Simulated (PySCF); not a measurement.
# NMR problem set

[PySCF: coordinates at the GFN2-xTB level; shielding tensors at PBE0/pcSseg-1 (GIAO); one computed conformer; relativity neglected; rapidly exchanging positions averaged; gas phase]

References, each an isolated molecule treated in the same way: ¹H (σ = 31.72 ppm) and ¹³C (σ = 186.93 ppm) vs TMS. Splittings of carbon signals by F and P are missing where no couplings were computed. Where no couplings were computed, multiplicities follow the n + 1 count of equivalent neighbours, and m marks all less simple cases (inequivalent or close neighbours, rings, F or P nearby). Shifts are as computed. Against solution values, carbons near 30 ppm lie about +3 ppm off and those near 130 ppm about +5 ppm. Of 1211 compounds with measured shifts, 218 miss one by over three times the rms of a fit or turn the order of signals round; such compounds aren't used in these exercises.

(1) C$_{6}$H$_{13}$OP. ¹H NMR (600 MHz, computed): δ 2.01 (m, 1H), 1.84 (m, 1H), 1.53 (m, 3H), 1.48 (m, 3H), 1.25 (m, 1H), 1.17 (m, 3H), 0.24 (m, 1H). ¹³C{¹H} NMR (computed): δ 32.8 (CH), 24.2 (CH), 20.4 (CH2), 19.0 (CH3), 18.8 (CH3), 17.7 (CH3). Give a structure.

(2) C$_{6}$H$_{10}$Si. ¹H NMR (500 MHz, computed): δ 7.08 (m, 2H), 4.99 (m, 2H), 4.68 (m, 2H), 3.00 (m, 2H), 1.95 (m, 2H). ¹³C{¹H} NMR (computed): δ 150.2 (CH), 112.0 (CH2), 25.8 (CH). What is it?

Answers

(1) `O=[P@]1(C(C)C)C[C@H]1C`. 6 carbon signals for 6 carbons: no two carbons are equivalent. Carbon types of the structure: 2 × CH, 1 × CH2, 3 × CH3, which accounts for all hydrogens. δC 24.2, 20.4: three-membered-ring carbon; carbons of three-membered rings are unusually shielded. δC 19.0, 18.8, 17.7: methyl carbon; saturated and bonded to C and H only. δH 2.01, 1.84, 0.24: hydrogen on a three-membered-ring carbon. δH 1.25: hydrogen on an sp3 CH bonded to P.

The data come from this structure; uniqueness wasn't tested.

(2) `C=C[C@@H]1[SiH2][C@H]1C=C`. Rings plus π bonds: 3 (1 ring in the answer). 3 carbon signals for 6 carbons: some carbons are equivalent by symmetry or fast rotation. Carbon types of the structure: 4 × CH, 2 × CH2, leaving 2 H on heteroatoms. δC 150.2: alkene CH; an sp2 carbon of a C=C bond. δC 112.0: terminal =CH2 carbon; an sp2 carbon of a C=C bond. δC 25.8: three-membered-ring carbon; carbons of three-membered rings are unusually shielded. δH 4.99, 4.68: hydrogen on a terminal =CH2 carbon; attached to an sp2 carbon and in the plane of the double bond.

This is the structure that produced the data.
